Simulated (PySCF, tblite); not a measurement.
Isomers of C5H16Si2. Computed values, GFN2-xTB/tblite, gas phase, harmonic and unscaled. The method is semi-empirical: single wavenumbers can be off by several per cent or more. Modes of hydrogen on silicon can be 10 to 20 % off. One conformer each.

Electronic energies: PBE0/pcSseg-1 single points on the GFN2-xTB geometries (PySCF, gas phase).

| SMILES | electronic energy, lowest = 0 (kcal/mol) |
| --- | --- |
| CC(C)(C)[SiH2]C[SiH3] | 10.1 |
| CCC[SiH2][SiH](C)C | 0.0 |
| C[SiH2]CC(C)(C)[SiH3] | 15.2 |
| CC[C@@H]([SiH3])C[SiH2]C | 14.7 |
| CC(C)([SiH3])CC[SiH3] | 23.6 |
| CCCCC([SiH3])[SiH3] | 20.1 |

Question: How do GFN2-xTB zero-point energies change the relative energies?

Answer: 
```
                  SMILES  ZPE (kcal/mol)  of it from modes above 1550 cm⁻¹  electronic (kcal/mol)  with ZPE, lowest = 0 (kcal/mol)  lowest mode (cm⁻¹)  rings
      CCC[SiH2][SiH](C)C           120.0                              65.2                    0.0                              0.0                 12i      0
   CC(C)(C)[SiH2]C[SiH3]           117.7                              63.2                   10.1                              7.8                  39      0
CC[C@@H]([SiH3])C[SiH2]C           118.0                              63.0                   14.7                             12.7                  50      0
   C[SiH2]CC(C)(C)[SiH3]           117.5                              63.2                   15.2                             12.7                  24      0
     CCCCC([SiH3])[SiH3]           117.2                              61.8                   20.1                             17.3                  47      0
   CC(C)([SiH3])CC[SiH3]           116.8                              62.1                   23.6                             20.4                  38      0
```

The zero-point energies span 3.2 kcal/mol, from `CC(C)([SiH3])CC[SiH3]` to `CCC[SiH2][SiH](C)C`. Slightly imaginary modes are left out of the zero-point energy: `CCC[SiH2][SiH](C)C` 11.6i cm⁻¹. The order is unchanged, ties at the printed digit aside.

Question: And how do the electronic energies of GFN2-xTB itself compare?

Answer: `CCC[SiH2][SiH](C)C` 15.3; `CC(C)(C)[SiH2]C[SiH3]` 3.5; `CC[C@@H]([SiH3])C[SiH2]C` 5.3; `C[SiH2]CC(C)(C)[SiH3]` 4.6; `CCCCC([SiH3])[SiH3]` 0.0; `CC(C)([SiH3])CC[SiH3]` 0.3 kcal/mol, lowest = 0. Against the energies above, taken from the same isomer `CCC[SiH2][SiH](C)C`, the largest difference is 38.6 kcal/mol.

Question: What do entropy and thermal enthalpy add at 298.15 K and 1 bar (rigid rotor, harmonic oscillator, one conformer each)?

Answer: 
| SMILES | point group | symmetry number | S (cal/(mol K)) | H − H(0) (kcal/mol) | ZPE + H − H(0) − TS (kcal/mol) |
| --- | --- | --- | --- | --- | --- |
| CC(C)(C)[SiH2]C[SiH3] | Cs | 1 | 107.7 | 8.26 | 93.9 |
| CC[C@@H]([SiH3])C[SiH2]C | C1 | 1 | 106.9 | 8.15 | 94.3 |
| CCCCC([SiH3])[SiH3] | C1 | 1 | 107.4 | 8.11 | 93.3 |
| CC(C)([SiH3])CC[SiH3] | Cs | 1 | 106.0 | 8.11 | 93.4 |

Not tabulated: `CCC[SiH2][SiH](C)C` (lowest mode only 12i cm⁻¹); `C[SiH2]CC(C)(C)[SiH3]` (lowest mode only 24 cm⁻¹).
